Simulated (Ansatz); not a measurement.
## Relaxing a trial structure of H5InO4

The starting geometry of this gas-phase triplet was optimised with GFN2-xTB as a singlet.

```xyz
10

In   -1.3218   -0.9166    1.2705
O     0.4670   -1.5799    0.9070
O    -2.8638   -2.1254    1.3363
O    -1.4674    0.7863    2.1925
O    -1.7342   -1.0771   -1.0153
H     1.1050   -1.0944    1.4246
H    -3.1293   -2.3610    2.2219
H    -2.3619    1.1182    2.1511
H    -0.9375   -1.5798   -1.2277
H    -2.4308   -1.7334   -0.8766
```

Task: Predict what it relaxes into with PBE0-D4/def2-SVP.

Result: It loosens into H3InO3 + H2O, which stay close as a complex. Distances that change by over a tenth: In1–O4 (1.94 → 2.24 Å). Contacts that open: In1–O5 (2.33 → 2.98 Å).

The energy falls by 2.79 eV over 22 steps:

```tsv
step	E − E(last) (eV)
1	2.788
3	1.316
6	0.866
8	0.574
10	0.420
13	0.076
15	0.015
17	0.001
20	0.000
22	0.000
```

Final geometry (Å):

```xyz
10

In   -1.0199   -1.2688    2.2789
O     0.2000   -1.7731    0.6768
O    -2.8380   -1.9031    1.4909
O    -1.5068    0.6499    1.2314
O    -1.8220   -0.5825   -0.5060
H     1.1178   -1.4882    0.7501
H    -3.0406   -2.8412    1.5758
H    -2.4642    0.7975    1.1653
H    -0.9111   -0.9579   -0.3310
H    -2.3898   -1.1957    0.0519
```

The end wasn't checked by frequencies. Open shells are spin-unrestricted. The triplet needn't be the ground state. Atoms past krypton carry core potentials, without spin–orbit terms. Run with Ansatz 0.2.0, 2.4 min on 2 threads of Arm Neoverse V2 (shared host).
